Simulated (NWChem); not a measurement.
System: ZnH₂S₂; SMILES [SH][Zn][SH]

NWChem printed, in part:

```
             Northwest Computational Chemistry Package (NWChem) 7.3.0
             --------------------------------------------------------

 C2  symmetry detected

                             Geometry "geometry" -> ""
                             -------------------------

 Output coordinates in angstroms (scale by  1.889725989 to convert to a.u.)

  No.       Tag          Charge          X              Y              Z
 ---- ---------------- ---------- -------------- -------------- --------------
    1 Zn                  30.0000     0.00000000     0.00000000    -0.02379422
    2 S                   16.0000    -0.03067461    -2.17553659    -0.03434522
    3 H                    1.0000     0.93811237    -2.25671226     0.90643678
    4 S                   16.0000     0.03067461     2.17553659    -0.03434522
    5 H                    1.0000    -0.93811237     2.25671226     0.90643678

 Effective nuclear repulsion energy (a.u.)     293.0475616571

      Symmetry information
      --------------------

 Group name             C2
 Group number              4
 Group order               2
 No. of unique centers     3

  pbe96 is a nonlocal functional; adding pw91lda local functional.

                                 NWChem DFT Module
                                 -----------------

 Summary of "ao basis" -> "ao basis" (spherical)
 ------------------------------------------------------------------------------
       Tag                 Description            Shells   Functions and Types
 ---------------- ------------------------------  ------  ---------------------
 Zn                         def2-svp                11       31   5s3p2d1f
 S                          def2-svp                 8       18   4s3p1d
 H                          def2-svp                 3        5   2s1p

      Symmetry analysis of basis
      --------------------------

        a          40
        b          37

            General Information
            -------------------
          SCF calculation type: DFT
          Wavefunction type:  closed shell.
          No. of atoms     :     5
          No. of electrons :    64
           Alpha electrons :    32
            Beta electrons :    32
          Charge           :     0
          Spin multiplicity:     1
          Use of symmetry is: on ; symmetry adaption is: on
          Maximum number of iterations: 150
          AO basis - number of functions:    77
                     number of shells:    33
          Convergence on energy requested:  1.00D-06
          Convergence on density requested:  1.00D-05
          Convergence on gradient requested:  5.00D-04

              XC Information
              --------------
                     Hartree-Fock (Exact) Exchange  1.000
                     LC-wPBE(h)Exchange Functional  0.800
            Perdew 1991 LDA Correlation Functional  1.000 local
           PerdewBurkeErnz. Correlation Functional  1.000 non-local

           Range-Separation Parameters
           ---------------------------
           Alpha           :  0.20
           Beta            :  0.80
           Gamma           :  0.20
           Short-Range HF  :     F

             Grid Information
             ----------------
          Grid used for XC integration:  medium
          Radial quadrature: Mura-Knowles
          Angular quadrature: Lebedev.
          Tag              B.-S. Rad. Rad. Pts. Rad. Cut. Ang. Pts.
          ---              ---------- --------- --------- ---------
          Zn                  1.35      112           9.0       590
          S                   1.00       88          12.0       590
          H                   0.35       45          12.0       434
          Grid pruning is: on
          Number of quadrature shells:   245
          Spatial weights used:  Erf1

      Superposition of Atomic Density Guess
      -------------------------------------

 Sum of atomic energies:       -2573.25467484

      Non-variational initial energy
      ------------------------------

 Total energy =   -2573.866628
 1-e energy   =   -4168.720734
 2-e energy   =    1301.806545
 HOMO         =      -0.317641
 LUMO         =      -0.014660

      Symmetry analysis of molecular orbitals - initial
      -------------------------------------------------

  Numbering of irreducible representations:

     1 a           2 b

  Orbital symmetries:

     1 a           2 a           3 b           4 a           5 b
     6 b           7 a           8 a           9 b          10 a
    11 b          12 a          13 b          14 a          15 b
    16 a          17 b          18 b          19 a          20 a
    21 b          22 a          23 b          24 a          25 b
    26 a          27 a          28 b          29 a          30 b
    31 a          32 b          33 a          34 b          35 a
    36 b          37 a          38 a          39 b          40 a
    41 b          42 b

     ---------------------------------------------
      Total Density - Mulliken Population Analysis
     ---------------------------------------------

    Atom       Charge   Shell Charges
 -----------   ------   -------------------------------------------------------
    1 Zn  30    29.12   2.00  2.00  2.00  0.70  0.12  6.00  5.99  0.34  8.03  1.94  0.00
    2 S   16    16.64   2.00  1.99  1.21  0.64  5.94  1.84  3.00  0.02
    3 H    1     0.80   0.57  0.20  0.03
    4 S   16    16.64   2.00  1.99  1.21  0.64  5.94  1.84  3.00  0.02
    5 H    1     0.80   0.57  0.20  0.03

   convergence    iter        energy       DeltaE   RMS-Dens  Diis-err
 ---------------- ----- ----------------- --------- --------- ---------
 d= 0,ls=0.0,diis     1  -2575.9771509267 -2.87D+03  1.19D-02  3.23D-01
 d= 0,ls=0.0,diis     2  -2576.0168861388 -3.97D-02  3.64D-03  6.30D-02
 d= 0,ls=0.0,diis     3  -2576.0261652960 -9.28D-03  1.06D-03  4.36D-03
 d= 0,ls=0.0,diis     4  -2576.0266988386 -5.34D-04  2.33D-04  1.41D-03
 d= 0,ls=0.0,diis     5  -2576.0268045932 -1.06D-04  1.28D-04  7.57D-05
  Resetting Diis
 d= 0,ls=0.0,diis     6  -2576.0268151787 -1.06D-05  3.43D-05  2.24D-06
 d= 0,ls=0.0,diis     7  -2576.0268158996 -7.21D-07  6.91D-06  8.04D-08

         Total DFT energy =    -2576.026815899559
      One electron energy =    -4167.407909954300
           Coulomb energy =     1421.125026336336
    Exchange-Corr. energy =     -122.791493938693
 Nuclear repulsion energy =      293.047561657098

 Numeric. integr. density =       64.000005606142

                  Occupations of the irreducible representations
                  ----------------------------------------------

                     irrep           alpha         beta
                     --------     --------     --------
                     a                17.0         17.0
                     b                15.0         15.0

                       DFT Final Molecular Orbital Analysis
                       ------------------------------------

 Vector   30  Occ=2.000000D+00  E=-3.705711D-01  Symmetry=b
              MO Center= -8.6D-16, -1.1D-14, -2.9D-02, r^2= 6.1D+00
   Bfn.  Coefficient  Atom+Function         Bfn.  Coefficient  Atom+Function
  ----- ------------  ---------------      ----- ------------  ---------------
    43      0.359337  2 S  py                66      0.359337  4 S  py
    40      0.295103  2 S  py                63      0.295103  4 S  py
    13     -0.277664  1 Zn py                37      0.170279  2 S  py
    60      0.170279  4 S  py                10      0.136859  1 Zn py
    35     -0.133045  2 S  s                 58      0.133045  4 S  s

 Vector   31  Occ=2.000000D+00  E=-3.358837D-01  Symmetry=a
              MO Center= -2.1D-15, -1.8D-14, -4.0D-03, r^2= 5.8D+00
   Bfn.  Coefficient  Atom+Function         Bfn.  Coefficient  Atom+Function
  ----- ------------  ---------------      ----- ------------  ---------------
    42      0.336869  2 S  px                65     -0.336869  4 S  px
    44     -0.315283  2 S  pz                67     -0.315283  4 S  pz
    39      0.225008  2 S  px                62     -0.225008  4 S  px
    41     -0.208934  2 S  pz                64     -0.208934  4 S  pz
    14     -0.135820  1 Zn pz                36      0.130358  2 S  px

 Vector   32  Occ=2.000000D+00  E=-3.352174D-01  Symmetry=b
              MO Center=  2.6D-14, -3.4D-13, -3.7D-02, r^2= 5.8D+00
   Bfn.  Coefficient  Atom+Function         Bfn.  Coefficient  Atom+Function
  ----- ------------  ---------------      ----- ------------  ---------------
    44      0.347957  2 S  pz                67     -0.347957  4 S  pz
    42     -0.303497  2 S  px                65     -0.303497  4 S  px
    41      0.231959  2 S  pz                64     -0.231959  4 S  pz
    39     -0.200927  2 S  px                62     -0.200927  4 S  px
    38      0.134398  2 S  pz                61     -0.134398  4 S  pz

 Vector   33  Occ=0.000000D+00  E= 2.696938D-02  Symmetry=a
              MO Center=  3.2D-14,  2.4D-14,  6.7D-02, r^2= 5.9D+00
   Bfn.  Coefficient  Atom+Function         Bfn.  Coefficient  Atom+Function
  ----- ------------  ---------------      ----- ------------  ---------------
     5      1.012721  1 Zn s                 35     -0.404225  2 S  s
    58     -0.404225  4 S  s                 43     -0.388511  2 S  py
    66      0.388511  4 S  py                 4      0.279442  1 Zn s
     3     -0.192300  1 Zn s                 34     -0.186502  2 S  s
    57     -0.186502  4 S  s                 40     -0.182799  2 S  py

 Vector   34  Occ=0.000000D+00  E= 9.035030D-02  Symmetry=a
              MO Center=  5.8D-16,  7.8D-16,  2.6D-01, r^2= 4.6D+00
   Bfn.  Coefficient  Atom+Function         Bfn.  Coefficient  Atom+Function
  ----- ------------  ---------------      ----- ------------  ---------------
    14      0.783544  1 Zn pz                 4      0.732895  1 Zn s
     5     -0.435275  1 Zn s                 51     -0.365233  3 H  s
    74     -0.365233  5 H  s                 42      0.272446  2 S  px
    65     -0.272446  4 S  px                35      0.242586  2 S  s
    58      0.242586  4 S  s                 43     -0.211948  2 S  py

 Vector   35  Occ=0.000000D+00  E= 9.327679D-02  Symmetry=b
              MO Center=  9.1D-14, -2.7D-13,  1.3D-01, r^2= 4.0D+00
   Bfn.  Coefficient  Atom+Function         Bfn.  Coefficient  Atom+Function
  ----- ------------  ---------------      ----- ------------  ---------------
    12      0.897394  1 Zn px                51     -0.421740  3 H  s
    74      0.421740  5 H  s                 44      0.277936  2 S  pz
    67     -0.277936  4 S  pz                 9     -0.238957  1 Zn px
    35      0.218906  2 S  s                 58     -0.218906  4 S  s
    50     -0.183272  3 H  s                 73      0.183272  5 H  s

     ---------------------------------------------
      Total Density - Mulliken Population Analysis
     ---------------------------------------------

    Atom       Charge   Shell Charges
 -----------   ------   -------------------------------------------------------
    1 Zn  30    29.51   2.00  2.00  2.00  0.90 -0.02  6.00  6.00  0.70  7.99  1.96  0.00
    2 S   16    16.33   2.00  1.98  1.21  0.65  5.93  1.80  2.71  0.04
    3 H    1     0.92   0.70  0.19  0.03
    4 S   16    16.33   2.00  1.98  1.21  0.65  5.93  1.80  2.71  0.04
    5 H    1     0.92   0.70  0.19  0.03

     -------------------------------------------
      Total Density - Lowdin Population Analysis
     -------------------------------------------

    Atom       Charge   Shell Charges
 -----------   ------   -------------------------------------------------------
    1 Zn  30    29.58   2.00  2.00  1.95  0.68  0.22  5.99  5.91  0.86  7.77  2.20  0.00
    2 S   16    16.19   2.00  1.95  0.98  0.73  5.81  1.89  2.78  0.05
    3 H    1     1.02   0.61  0.32  0.08
    4 S   16    16.19   2.00  1.95  0.98  0.73  5.81  1.89  2.78  0.05
    5 H    1     1.02   0.61  0.32  0.08

     Multipole analysis of the density
     ---------------------------------

     L   x y z        total         alpha         beta         nuclear
     -   - - -        -----         -----         ----         -------
     0   0 0 0     -0.000000    -32.000000    -32.000000     64.000000

     1   1 0 0      0.000000      0.000000      0.000000      0.000000
     1   0 1 0      0.000000      0.000000      0.000000      0.000000
     1   0 0 1      0.499780      0.249890      0.249890      0.000000

     2   2 0 0    -28.959648    -17.676318    -17.676318      6.392989
     2   1 1 0     -2.762372      2.365967      2.365967     -7.494307
     2   1 0 1      0.000000      0.000000      0.000000      0.000000
     2   0 2 0    -38.196518   -307.712039   -307.712039    577.227559
     2   0 1 1     -0.000000     -0.000000     -0.000000      0.000000
     2   0 0 2    -29.111813    -17.587717    -17.587717      6.063622
```

Level: LRC-wPBEh/def2-SVP. The geometry was optimised at PBE0/def2-SVP.

Q: Write an input that gives this output.

A: Several could match; the one computed here: the input that was run:
```
start job
memory heap 200 mb stack 900 mb global 1100 mb
geometry units angstroms noautoz
  Zn     0.000000     0.000000    -0.070159
  S      2.167854    -0.185228    -0.080710
  H      2.317683     0.775339     0.860072
  S     -2.167854     0.185228    -0.080710
  H     -2.317683    -0.775339     0.860072
end
basis spherical
  Zn library def2-svp
  S library def2-svp
  H library def2-svp
end
dft
  xc xwpbe 0.80 cpbe96 1.0 hfexch 1.00
  cam 0.2 cam_alpha 0.2 cam_beta 0.8
  iterations 150
  mulliken
end
task dft energy
```
